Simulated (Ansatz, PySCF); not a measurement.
Stretching the Si1–H2 bond in BrHSi (SMILES [SiH]Br) (multiplicity 1 held, fragments rigid). Energies count from the point at 1.524 Å.
Geometry at that point (charge 0, multiplicity 1):
```xyz
3

Si    -0.897    -0.761     1.062
H     -1.893    -1.229     0.008
Br     0.413     0.340    -0.425
```

R- and RO- levels are restricted; in cc, def2 and unpolarised 6-31G sets they are followed outwards from rest. U- levels take the lowest unrestricted solution at each point, which mixes spins at long bonds. Curves can end on different states.

Rows in 3-21G carry no dispersion term and start afresh at each structure; the Pople sets are all-electron and without relativity.

Run with Ansatz (a first-principles code); PySCF for 3-21G rows. Values without a source in brackets are computed.

### Question
One of these levels gives 6.558 eV for the energy at R = 4.877 Å. Which one is it?
A. R-PBE/def2-TZVPP
B. R-wB97X-V/def2-TZVPP
C. U-HF/def2-TZVPP
D. R-HF/3-21G

### Answer
D, R-HF/3-21G. The others give 2.453 (U-HF/def2-TZVPP), 4.130 (R-PBE/def2-TZVPP), 5.848 (R-wB97X-V/def2-TZVPP)

Doubts at one or more of the structures used: a restricted determinant that unrestricted orbitals would lower (R-HF/3-21G, R-PBE/def2-TZVPP, R-wB97X-V/def2-TZVPP); a spin-contaminated determinant (U-HF/def2-TZVPP).
